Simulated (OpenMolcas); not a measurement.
**Ru²⁺: the spin-orbit constant, worked from levels**

| Quantity | Value |
| --- | --- |
| Program | OpenMolcas |
| Basis | ANO-RCC-VDZP [6s5p3d1f] |
| Scalar Hamiltonian | DKH2, point nucleus |
| Active space | 6 electrons in 6 orbitals (4d 5s) |
| State averaging | 2S+1 = 7 even, 1 root; 2S+1 = 5 even, 30 roots; 2S+1 = 3 even, 127 roots (107 in the spin-orbit step); 2S+1 = 1 even, 102 roots (62 in the spin-orbit step) |
| Spin-orbit coupling | state interaction with AMFI integrals over the reference wave functions, term energies averaged over their components |

Methods: CASSCF; MS-CASPT2, IPEA 0.25 Eh, imaginary shift 0.1 Eh (closed shells correlated: 4s 4p). Measured levels: Moore, Atomic Energy Levels, vol. III, NSRDS-NBS 35 (1971 reprint of NBS Circular 467, 1958).

**The spin-orbit constant.** For the Hund term 5D of d6, E(J) = (A/2) J(J+1) + constant and ζ = -2S·A = -4A. From J = 0 to J = 4 the energy changes by 10 A.

```csv
Source,E(4) - E(0),A,ζ
CASSCF,-2775.7,-277.6,1110
MS-CASPT2,-2748.4,-274.8,1099
measured,-2476.0,-247.6,990
```

All in cm-1. MS-CASPT2 is off by +11.0 % and CASSCF by +12.1 %. Both methods take the spin-orbit matrix elements from the reference wave functions, so the second can move ζ only through the term energies and any multistate remixing. Second-order mixing with other terms is absorbed into this ζ.

CASPT2 does not keep the components of a term degenerate, so their means are used; among the terms shown or strongly mixed into the levels shown the widest spread is 14 cm-1 (4d6 5D, MS-CASPT2). Some high roots are left out of the spin-orbit mixing, which shifts the levels that they would mix with. Without dynamic correlation excited terms often stand tens of per cent too high (terms of higher spin than the ground term too low), and those without a measured partner can miss by more than the paired ones (holds for CASSCF). Blocks of more than 70 roots (2S+1 = 3 even) ran without multistate coupling (holds for MS-CASPT2). Computed and measured levels are paired by configuration, term and J; levels that our copy of the source lacks, or whose pairing is in doubt (as where it misses far off the trend of its configuration), stay unpaired and out of the deviations. Only configurations of the active space appear.
